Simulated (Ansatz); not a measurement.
Reaction (atomization): `CB[SiH2]S` → B• + C• + 7 H• + S• + Si•

Calculated with Ansatz (gas phase, PBE0-D4/def2-TZVP geometries, no zero-point term in ΔE). CBS: MP2 limit from def2 TZ/QZ plus the TZ coupled-cluster correction, frozen cores. This one scheme is used for every species, atoms too. Functionals use def2-TZVPP. HSE06 is defined as in plane-wave codes. No spin–orbit coupling; open shells (•) take unrestricted orbitals. Spin–orbit coupling would lower the free atoms: a little for B, C, S, Si. One conformer a species, not always the lowest.

```json
{"level": "PBE-D4", "ΔE (kJ/mol)": "3706.1", "difference from CCSD(T)/CBS": "34.0"}
{"level": "r2SCAN-D4", "ΔE (kJ/mol)": "3699.8", "difference from CCSD(T)/CBS": "27.7"}
{"level": "B97M-V", "ΔE (kJ/mol)": "3717.1", "difference from CCSD(T)/CBS": "45.0"}
{"level": "HSE06-D4", "ΔE (kJ/mol)": "3685.3", "difference from CCSD(T)/CBS": "13.2"}
{"level": "B2PLYP", "ΔE (kJ/mol)": "3634.5", "difference from CCSD(T)/CBS": "-37.6"}
{"level": "PBE-QIDH", "ΔE (kJ/mol)": "3660.8", "difference from CCSD(T)/CBS": "-11.3"}
{"level": "PBE", "ΔE (kJ/mol)": "3683.7", "difference from CCSD(T)/CBS": "11.6"}
{"level": "r2SCAN", "ΔE (kJ/mol)": "3694.3", "difference from CCSD(T)/CBS": "22.2"}
{"level": "PBE0", "ΔE (kJ/mol)": "3664.4", "difference from CCSD(T)/CBS": "-7.7"}
{"level": "BHLYP", "ΔE (kJ/mol)": "3600.8", "difference from CCSD(T)/CBS": "-71.3"}
{"level": "CAM-B3LYP", "ΔE (kJ/mol)": "3672.1", "difference from CCSD(T)/CBS": "0.0"}
{"level": "HF/def2-SVP", "ΔE (kJ/mol)": "2823.6", "difference from CCSD(T)/CBS": "-848.5"}
{"level": "MP2/def2-SVP", "ΔE (kJ/mol)": "3468.4", "difference from CCSD(T)/CBS": "-203.7"}
{"level": "MP2/def2-TZVPP", "ΔE (kJ/mol)": "3596.2", "difference from CCSD(T)/CBS": "-75.9"}
{"level": "HF/def2-QZVPP", "ΔE (kJ/mol)": "2818.4", "difference from CCSD(T)/CBS": "-853.7"}
{"level": "HF/CBS(def2)", "ΔE (kJ/mol)": "2819.0", "difference from CCSD(T)/CBS": "-853.1"}
{"level": "CCSD(T)/CBS", "ΔE (kJ/mol)": "3672.1", "difference from CCSD(T)/CBS": "0"}
```

Q: What do rigid-rotor, harmonic-oscillator terms from PBE0-D4/def2-TZVP frequencies (298.15 K, 1 bar) make of the CCSD(T)/CBS value? (Best estimate.)

A: Computed: ΔZPE = -196.1 kJ/mol, ΔH = +3521.7 kJ/mol, ΔS = 1097 J/(mol·K), ΔG = +3194.7 kJ/mol. Open shells count their whole term as degenerate.

Largest T1 diagnostic among the species: 0.014.

At CCSD(T), def2-SVP lies −203.8 kJ/mol from the extrapolated value and def2-TZVPP −87.4 kJ/mol: correlation converges slowly with the basis, and small sets miss more of it in the bonded molecule than in its fragments. Leaving LDA and LC-ωPBE aside and taking each functional with its dispersion term where it has one, the values, not all of them listed here, spread over 87.4 kJ/mol, from BHLYP-D4 to B97M-V. LDA lies +436.2 kJ/mol from PBE without D4, its usual overbinding.

For atomizations the MP2-based limit and the directly extrapolated one differ by several kJ/mol either way, and by 10 to 25 for some Ge, Se and Sn compounds, so smaller differences from it don't rank the levels.
